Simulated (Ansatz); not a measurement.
Species: COW, charge 0, multiplicity 5. The spin state was set by rule; other spins were not relaxed. 
Coordinates optimised at B3LYP-D3(BJ)/def2-TZVP (Ansatz, a first-principles code):
```
C
O 1 1.1679
W 1 1.9241 2 180.00
```
Charge 0, spin multiplicity 5.

Basis-set convergence of Hartree-Fock and CCSD correlation energies (hartree) with Ansatz. Valence correlation only, unless marked. Open shells are spin-unrestricted. No spin-orbit coupling. The frozen core is the preceding noble-gas configuration, with the filled d and f shells of earlier blocks. Past Kr the def2 sets carry scalar-relativistic core potentials.

The UHF reference is spin-contaminated (<S^2> 0.60 over the pure value in the largest basis). The T1 diagnostic of CCSD in the largest basis is 0.059, which is high, so the coupled-cluster rows are less sure than usual.

```json
[
 {"basis": "def2-SVP", "functions": "60", "E(HF)": "-178.95679", "E(corr, CCSD)": "-0.39842"},
 {"basis": "def2-TZVPP", "functions": "118", "E(HF)": "[?]", "E(corr, CCSD)": "[?]"}
]
```

Q: Fill in the missing entries.

A: 
- def2-TZVPP, E(HF): -179.10922
- def2-TZVPP, E(corr, CCSD): -0.48940
